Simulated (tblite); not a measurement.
C₇H₈NO (doublet state).
SMILES with atom numbers: `[CH:1]#[C:2][C@H:3]1[CH2:4][CH:5][NH:6][C:7](=[O:8])[CH2:9]1` (hydrogens: H10 on C1; H11 on C3; H12, H13 on C4; H14 on C5; H15 on N6; H16, H17 on C9)
Bond orders are those of one Lewis drawing.

Computed with GFN2-xTB (tblite), gas phase: L-BFGS steps from a force-field or distance-geometry start until the largest atomic force falls under 0.01 eV/Å.

Step 6: E = -706.0927 eV
```
atom  x, y, z in Å  |  force x, y, z in eV/Å
C1      1.9778   -2.3021   -1.2845   -0.023  -0.013   0.007
C2      1.3324   -1.3491   -0.9570   -0.094   0.069   0.051
C3      0.5491   -0.1941   -0.5511    0.012   0.093   0.049
C4     -0.9574   -0.4334   -0.7493    0.054  -0.056  -0.016
C5     -1.7489    0.6893   -0.1919    0.017  -0.074  -0.076
N6     -1.2333    1.4749    0.7880    0.005  -0.019   0.025
C7     -0.0037    1.3487    1.3767   -0.057  -0.109  -0.179
O8      0.3547    2.1462    2.2249    0.082   0.168   0.193
C9      0.8242    0.1709    0.9126   -0.007   0.026   0.076
H10     2.5422   -3.1379   -1.5753   -0.008   0.027   0.009
H11     0.8510    0.6565   -1.1730    0.002   0.031  -0.063
H12    -1.2407   -1.3805   -0.2686    0.047  -0.035   0.017
H13    -1.1724   -0.5459   -1.8150   -0.054  -0.031  -0.021
H14    -2.7560    0.8722   -0.5165    0.011   0.044   0.014
H15    -1.7948    2.2445    1.1347    0.022   0.002  -0.023
H16     1.8749    0.4229    1.0653    0.018  -0.029  -0.026
H17     0.5939   -0.6711    1.5699   -0.027  -0.095  -0.037
```

Step 7: E = -706.0952 eV
```
atom  x, y, z in Å  |  force x, y, z in eV/Å
C1      1.9735   -2.2988   -1.2827   -0.018  -0.010   0.008
C2      1.3287   -1.3459   -0.9541   -0.046   0.013   0.028
C3      0.5468   -0.1916   -0.5503    0.044   0.079   0.033
C4     -0.9572   -0.4353   -0.7499    0.046  -0.048  -0.021
C5     -1.7450    0.6887   -0.1947    0.008  -0.037  -0.004
N6     -1.2302    1.4721    0.7883   -0.037  -0.052  -0.026
C7     -0.0029    1.3473    1.3789   -0.023   0.010  -0.088
O8      0.3526    2.1507    2.2256    0.065   0.051   0.103
C9      0.8235    0.1708    0.9132   -0.003   0.027   0.079
H10     2.5395   -3.1329   -1.5737   -0.001   0.009   0.004
H11     0.8520    0.6546   -1.1749   -0.010   0.072  -0.062
H12    -1.2356   -1.3832   -0.2676    0.029  -0.026   0.013
H13    -1.1751   -0.5470   -1.8151   -0.039  -0.046  -0.020
H14    -2.7519    0.8737   -0.5146   -0.032   0.044  -0.010
H15    -1.7922    2.2415    1.1315    0.001   0.038  -0.003
H16     1.8739    0.4216    1.0645    0.040  -0.031  -0.019
H17     0.5926   -0.6743    1.5656   -0.024  -0.094  -0.015
```

**Question.** Estimate the geometry and energy of step 8. (The exact step hangs on the optimiser's Hessian estimate; all steps are aligned on step 7, rigid shifts and turns removed.)

**Answer.** E = -706.0967 eV, largest force 0.093 eV/Å
```
atom  x, y, z in Å  |  force x, y, z in eV/Å
C1      1.9703   -2.2968   -1.2814   -0.021   0.003   0.013
C2      1.3258   -1.3439   -0.9518    0.004  -0.022   0.011
C3      0.5462   -0.1886   -0.5492    0.048   0.041  -0.003
C4     -0.9561   -0.4372   -0.7508    0.021  -0.018  -0.004
C5     -1.7424    0.6876   -0.1964   -0.037  -0.034   0.002
N6     -1.2292    1.4693    0.7878   -0.034   0.007   0.014
C7     -0.0024    1.3476    1.3797    0.004   0.066  -0.002
O8      0.3521    2.1535    2.2271    0.024  -0.032   0.010
C9      0.8231    0.1711    0.9150    0.004   0.016   0.050
H10     2.5378   -3.1297   -1.5726   -0.005   0.004   0.004
H11     0.8525    0.6548   -1.1772   -0.017   0.082  -0.041
H12    -1.2320   -1.3854   -0.2668    0.026  -0.014   0.006
H13    -1.1774   -0.5485   -1.8155   -0.018  -0.054  -0.015
H14    -2.7499    0.8755   -0.5136   -0.027   0.031  -0.020
H15    -1.7907    2.2405    1.1295    0.006   0.022  -0.012
H16     1.8740    0.4202    1.0637    0.041  -0.032  -0.003
H17     0.5913   -0.6780    1.5627   -0.018  -0.066  -0.010
```

The energy changes by -0.0015 eV. The first-order estimate −F·Δx gives -0.0022 eV and the mean of the old and new forces, exact on a quadratic surface, -0.0015 eV. The step makes an angle of 56° with the force vector and moves no atom by more than 0.005 Å.

The cost below is that of the whole relaxation. The run took 0.49 s of wall time on one thread, Intel Xeon Platinum 8375C at 2.90 GHz (x86_64), no GPU (shared host).
